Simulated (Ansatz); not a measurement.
Stepwise reaction of `[OH][Y]([OH])[Cl]` with hydrogen fluoride, as a gas-phase model of exchange steps in deposition or etching. ΔE in kJ/mol; ΔG adds harmonic PBE0-D4 terms to CCSD(T)/CBS, at 1 bar.

Program: Ansatz. Geometries: PBE0-D4/def2-TZVP. ΔE: electronic, gas phase. CCSD(T)/CBS is the MP2 limit (def2-TZVPP, def2-QZVPP) plus CCSD(T) − MP2 in def2-TZVPP, frozen cores. This one scheme is used for every species. Functionals use def2-TZVPP. B3LYP here is the variant with VWN-RPA as its local correlation; programs differ in this. Elements past krypton have def2 core potentials. For Y outer-core shells are correlated without core-valence functions, which leaves a few kJ/mol of doubt a bond. One conformer a species, not always the lowest.

```tsv
step	reaction	PBE-D4	B3LYP-D4	ωB97M-V	CCSD(T)/CBS	ΔG(600 K)
1	`[OH][Y]([OH])[Cl]` + H–F → `[OH][Y]([F])[Cl]` + H₂O	-57.4	-55.8	-54.2	-51.2	-55.0
```

Question: Give the row of step 2, `[OH][Y]([F])[Cl]` + H–F → `[F][Y]([F])[Cl]` + H₂O. (Estimate.)

Answer: The calculation gave: 
```csv
step,reaction,PBE-D4,B3LYP-D4,ωB97M-V,CCSD(T)/CBS,ΔG(600 K)
2,`[OH][Y]([F])[Cl]` + H–F → `[F][Y]([F])[Cl]` + H₂O,-54.5,-52.4,-51.0,-48.5,-44.9
```

Question: By hand: ΔE of the 2 steps together at CCSD(T)/CBS.

Answer: (-51.2) + (-48.5) = -99.7 kJ/mol, or -49.9 kJ/mol a step.

In ΔE the steps differ by no more than 2.7 kJ/mol. All are downhill at CCSD(T)/CBS. ΔG lies between -55.0 and -44.9 kJ/mol a step. PBE-D4 differs from CCSD(T)/CBS by -6.2 to -6.0 kJ/mol a step. Isolated molecules leave out the surface, adducts and barriers. Largest T1 diagnostic: 0.014.
